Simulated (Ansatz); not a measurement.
Geometry optimisation, RKS PBE0-D4/6-31G* (Ansatz 0.2.0).

input.yaml

```yaml
crystal:
  periodic: [false, false, false]
  atoms:
    - { symbol: B, position_ang: [-0.175733, 0.483318, -0.262605] }
    - { symbol: F, position_ang: [-0.562759, -0.20673, 2.136961] }
    - { symbol: H, position_ang: [0.812552, -0.195325, -0.237546] }
    - { symbol: "N", position_ang: [-1.279494, -0.015601, -0.947555] }
    - { symbol: H, position_ang: [-1.307698, -0.952258, -1.324684] }
    - { symbol: H, position_ang: [-2.164127, 0.466801, -1.018001] }
    - { symbol: Si, position_ang: [-0.194989, 2.323173, 0.452225] }
    - { symbol: H, position_ang: [-1.575515, 2.873431, 0.625252] }
    - { symbol: H, position_ang: [0.435549, 2.373103, 1.82135] }
    - { symbol: H, position_ang: [0.577427, 3.302574, -0.369627] }
    - { symbol: H, position_ang: [0.071287, 0.446615, 2.321731] }
basis:
  gaussian: { orbitals: "6-31G*" }
hamiltonian:
  xc: pbe0
  dispersion: d4
relax:
  f_tol: 0.03
  max_steps: 50
```

Run as:

```bash
$ ansatz run input.yaml --threads 1 --pin off --max-ram 2048MiB --backend cpu --events-out ev --progress --plain --runs-dir out
```

Where does it end, and by what steps?

It converged. After 10 steps the energy has fallen by 0.051 eV; F2 moved furthest, 0.31 Å.

```
step  energy less start (eV)  largest force component (eV/Å)  accepted
   0                  0.0000                           0.643       yes
   1                 -0.0354                           0.529       yes
   2                  0.0151                           1.715        no
   3                 -0.0438                           0.370       yes
   4                 -0.0433                           0.559        no
   5                 -0.0484                           0.186       yes
   6                 -0.0500                           0.078       yes
   7                 -0.0506                           0.043       yes
   8                 -0.0509                           0.033       yes
   9                 -0.0509                           0.039       yes
  10                 -0.0510                           0.017       yes
```

```xyz
11
Properties=species:S:1:pos:R:3
B -0.153 0.473 -0.377
F -0.654 -0.129 2.422
H 0.836 -0.208 -0.368
N -1.277 -0.029 -1.019
H -1.304 -0.948 -1.437
H -2.164 0.451 -1.059
Si -0.183 2.317 0.450
H -1.566 2.819 0.715
H 0.530 2.331 1.773
H 0.519 3.343 -0.380
H 0.052 0.479 2.477
```

Whether the end is a true minimum wasn't checked by a vibrational analysis.

The run took 43 s on 1 thread of Arm Neoverse V1 (shared host), peak memory 0.15 GiB.
